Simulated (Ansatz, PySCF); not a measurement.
Molecule: CH₃OS, net charge 0, doublet state. It need not be the lowest isomer of its formula. 
Structure (B3LYP-D3(BJ)/def2-TZVP (Ansatz, a first-principles code) minimum search):
SMILES: O=[S]C
```xyz
6

C     -1.3941     0.3113     0.0856
S      0.2181    -0.4773    -0.1605
O      1.2502     0.5488     0.2074
H     -1.4940     0.6074     1.1297
H     -2.1650    -0.4153    -0.1755
H     -1.4683     1.1870    -0.5589
```
Charge 0, spin multiplicity 2.

Dipole moments at this geometry, in debye (magnitudes).

```tsv
level	program	dipole (D)
SVWN5/def2-TZVPD	Ansatz	3.01
revPBE/def2-TZVPD	Ansatz	2.87
TPSSh/def2-TZVPD	PySCF	2.96
M06-2X/def2-TZVPD	PySCF	3.13
LC-wPBE/def2-TZVPD	Ansatz	___
CCSD(T)/aug-cc-pV(D+d)Z	Ansatz	___
```

Task: Complete the blanks.

Result: 
- LC-wPBE/def2-TZVPD, dipole (D): 3.18
- CCSD(T)/aug-cc-pV(D+d)Z, dipole (D): 3.01
